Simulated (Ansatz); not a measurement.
```yaml
crystal:
  periodic: [false, false, false]
  atoms:
    - {symbol: C, position_ang: [1.968328, -0.864711, -1.274413]}
    - {symbol: C, position_ang: [1.272867, -0.162859, -0.669414]}
    - {symbol: Si, position_ang: [0.164957, 0.838285, 0.247290]}
    - {symbol: Ga, position_ang: [-1.799870, -0.292872, 0.741459]}
    - {symbol: H, position_ang: [2.587961, -1.479105, -1.808876]}
    - {symbol: H, position_ang: [-0.109212, 2.017235, -0.513763]}
    - {symbol: H, position_ang: [0.820669, 1.247896, 1.450343]}
    - {symbol: H, position_ang: [-2.008653, -1.729609, 0.336254]}
    - {symbol: H, position_ang: [-2.897057, 0.425740, 1.491130]}
basis:
  gaussian: {orbitals: def2-SVPD, final_grid: {core_spheres: 1, valence_spheres: 1, degree: 5}}
magnetization: {spin_polarized: true, initial_magnetization: 2}
hamiltonian: {xc: {name: wB97M-V}}
output: {forces: true}
```

```sh
$ ansatz run in.yaml --threads 2 --pin off --events-out ev --progress --plain --max-ram 4352MiB
```

Shortened log:

```
Functional definition: wB97M-V
1398 factors; integrals over basis functions are off by at most 1.4e-3 eV
511 factors; integrals over basis functions are off by at most 9.9e-6 eV
mean field evaluation 1: about -62380.1673 eV, gradient 3.6e1 eV
mean field evaluation 2: about -62370.8655 eV, gradient 5.3e1 eV
mean field evaluation 4: about -62388.8721 eV, gradient 3.1e0 eV
mean field evaluation 8: about -62369.6949 eV, gradient 7.6e1 eV
mean field evaluation 16: about -62393.9289 eV, gradient 1.0e-1 eV
mean field evaluation 32: about -62393.7519 eV, gradient 1.5e0 eV
mean field -62393.92956205 eV, -2292.9346192810 hartree, gradient 3.9e-5 eV, S^2 2.009524; 2 other end points of the search recorded, 0 dependent functions left out
reference -62393.92981835 eV, -2292.9346286999 hartree; 32, 30 occupied and 110, 112 virtual orbitals, 1398 factors
Total energy: -62393.92981835 eV, -2292.9346286999 hartree
Atom 0 at     1.968328    -0.864711    -1.274413 Å, force    -6.125366     5.778503     5.229329 eV/Å
Atom 1 at     1.272867    -0.162859    -0.669414 Å, force     3.521593    -4.192386    -3.361764 eV/Å
Atom 2 at     0.164957     0.838285     0.247290 Å, force     5.904771    -1.910030    -3.542335 eV/Å
Atom 3 at    -1.799870    -0.292872     0.741459 Å, force    -2.232518    -2.582496     0.129966 eV/Å
Atom 4 at     2.587961    -1.479105    -1.808876 Å, force    -1.458306     1.669614     1.346789 eV/Å
Atom 5 at    -0.109212     2.017235    -0.513763 Å, force    -0.472416     0.390233    -0.834396 eV/Å
Atom 6 at     0.820669     1.247896     1.450343 Å, force     0.343541    -0.308286     0.879098 eV/Å
Atom 7 at    -2.008653    -1.729609     0.336254 Å, force     0.652034    -0.309850    -0.446363 eV/Å
Atom 8 at    -2.897057     0.425740     1.491130 Å, force    -0.133332     1.464699     0.599676 eV/Å
Dipole moment:     0.756208     0.132108    -0.307962 e Å
```

In this input the integration grid is far too coarse. The calculation finished and met its thresholds. The result belongs to that input, not to the molecule as meant.
